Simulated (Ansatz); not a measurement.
Single points on GeO₂.

```yaml
crystal:
  periodic: [false, false, false]
  atoms:
    - {symbol: Ge, position_ang: [-0.329823, -0.998082, -0.229018]}
    - {symbol: O, position_ang: [-0.176218, 0.757344, -0.519895]}
    - {symbol: O, position_ang: [0.506041, 0.240739, 0.748913]}
basis:
  gaussian: {orbitals: def2-TZVP, initial_orbitals: start.molden}
hamiltonian: {xc: r2scan, dispersion: d4}
scf: {omitted_lower_state_checks: [starts]}
output: {orbitals: {seedname: orbitals}}
```

The file start.molden holds the orbitals of an earlier run on this structure, at another level or in another basis.

```sh
$ ansatz run in.yaml --threads 4 --pin off --events-out ev --progress --plain --max-ram 3916MiB
```

It prints (some lines left out):

```
Functional definition: r2SCAN
660 factors; their error is unknown
mean field evaluation 1: about -60609.2528 eV, gradient 6.7e0 eV
mean field evaluation 2: about -60609.2967 eV, gradient 6.7e-2 eV
mean field evaluation 4: about -60609.2849 eV, gradient 9.0e-5 eV
mean field evaluation 8: about -60609.2849 eV, gradient 1.8e-5 eV
mean field -60609.28494781 eV, -2227.3501393832 hartree, gradient 1.8e-5 eV, S^2 0.000000; 0 other end points of the search recorded, 0 dependent functions left out
reference -60609.28495409 eV, -2227.3501396141 hartree; 24, 24 occupied and 86, 86 virtual orbitals, 660 factors
Total energy: -60609.29482733 eV, -2227.3505024489 hartree
Checks for a lower state left out: starts
```

It took 1 s on 4 threads of Arm Neoverse V2 on a shared host.

The first input with `hamiltonian: {xc: pbe0, dispersion: d4}` (abridged; 0.5 s):

```
Functional definition: PBE0
mean field -60599.92049187 eV, -2227.0060019748 hartree, gradient 6.5e-5 eV, S^2 0.000000
Total energy: -60599.96047869 eV, -2227.0074714635 hartree
Checks for a lower state left out: starts
```

As the first input, with `gaussian: {orbitals: def2-TZVPP, initial_orbitals: start.molden}`, `correlation: {method: ccsd_t}` and without the key `hamiltonian` (abridged; 1.9 s):

```
Functional definition: HF
mean field -60546.57408738 eV, -2225.0455577692 hartree, gradient 9.3e-6 eV, S^2 0.000000; unrestricted orbitals would lower it
11 core orbitals not correlated: weight in the atoms' cores, before any rotation towards them, 1.000 or more for the frozen orbitals, at most 0.000 for the correlated occupied ones
second order -19.24878475 eV of doubles, -0.00000000 eV of singles
cycle   1  -18.09618100 eV  change     1.2e0 eV  update   1.5e-1
cycle   2  -18.85797256 eV  change   -7.6e-1 eV  update   5.6e-2
cycle   3  -19.03925747 eV  change   -1.8e-1 eV  update   3.0e-2
cycle   4  -19.00846812 eV  change    3.1e-2 eV  update   9.7e-3
cycle   5  -19.00737478 eV  change    1.1e-3 eV  update   4.6e-3
cycle   6  -19.01040379 eV  change   -3.0e-3 eV  update   1.5e-3
cycle   7  -19.00963332 eV  change    7.7e-4 eV  update   5.2e-4
cycle   8  -19.00947378 eV  change    1.6e-4 eV  update   1.8e-4
cycle   9  -19.00946438 eV  change    9.4e-6 eV  update   7.9e-5
cycle  10  -19.00940309 eV  change    6.1e-5 eV  update   3.9e-5
cycle  11  -19.00941071 eV  change   -7.6e-6 eV  update   1.9e-5
perturbative correction -0.93393068 eV, -0.0343213194 hartree
Total energy: -60566.51742877 eV, -2225.7784620474 hartree
Checks for a lower state left out: starts
```

As the first input, with `hamiltonian: {xc: pbe, dispersion: d4}`, `output: {forces: true, orbitals: {seedname: orbitals}}` (abridged; 0.5 s):

```
Functional definition: PBE
mean field -60599.20093829 eV, -2226.9795588684 hartree, gradient 2.5e-5 eV, S^2 0.000000
Total energy: -60599.24963423 eV, -2226.9813484114 hartree
Atom 0 force    -0.365581    -1.106161    -0.253888 eV/Å
Atom 1 force    -0.307480     0.924218    -0.784792 eV/Å
Atom 2 force     0.673062     0.181943     1.038680 eV/Å
Dipole moment:    -0.213712    -0.646722    -0.148393 e Å
Checks for a lower state left out: starts
```

As the first input, with `hamiltonian: {xc: {name: BLYP}, dispersion: d4}` (abridged; 0.45 s):

```
Functional definition: BLYP
mean field -60613.24783292 eV, -2227.4957727248 hartree, gradient 7.9e-5 eV, S^2 0.000000
Total energy: -60613.35949463 eV, -2227.4998762169 hartree
Checks for a lower state left out: starts
```

The first input with `hamiltonian: {xc: {name: r2SCAN0}, dispersion: d4}` (abridged; 1.1 s):

```
Functional definition: r2SCAN0
mean field -60607.69353650 eV, -2227.2916560962 hartree, gradient 1.8e-5 eV, S^2 0.000000
Total energy: -60607.70557093 eV, -2227.2920983535 hartree
Checks for a lower state left out: starts
```

Geometry: PBE0-D4/def2-TZVP.

Correlated methods freeze 11 core orbitals; core or outer-core shells of Ge are correlated, in sets that lack core-valence functions. The structure holds 1 bond(s) between oxygen atoms. The restricted singlet is unstable towards broken spin symmetry in Hartree–Fock (as tested in another run); at r2SCAN-D4/def2-TZVP, PBE0-D4/def2-TZVP, PBE-D4/def2-TZVP, BLYP-D4/def2-TZVP and others this wasn't settled. At CCSD(T)/def2-TZVPP T1 of the charge 0 singlet is large (up to 0.022), so the single-reference result is doubtful. At CCSD(T)/def2-TZVPP the restricted singlet (for correlated methods, its reference) is unstable: a solution with broken spin symmetry lies lower. Another isomer (singlet) lies 1.18 eV lower at PBE0-D4/def2-TZVP; other spin states weren't run for this one.
